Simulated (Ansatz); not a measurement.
Harmonic frequencies (cm⁻¹) at PBE0-D4/def2-TZVP from Ansatz: 164, 175, 262, 432, 516, 612, 626, 652, 676, 849, 859, 1973, 1984, 3894, 3895.

Each molecule was computed in one conformer, which needn't be the lowest.

Problem. Which molecule is it?
A. `[SH][Sn]([SH])([Cl])[Cl]`
B. `[SH][Sn]([SH])([SH])[SH]`
C. `[OH][SnH2][OH]`
D. `F[Si](F)(F)[SnH3]`

Solution. C.
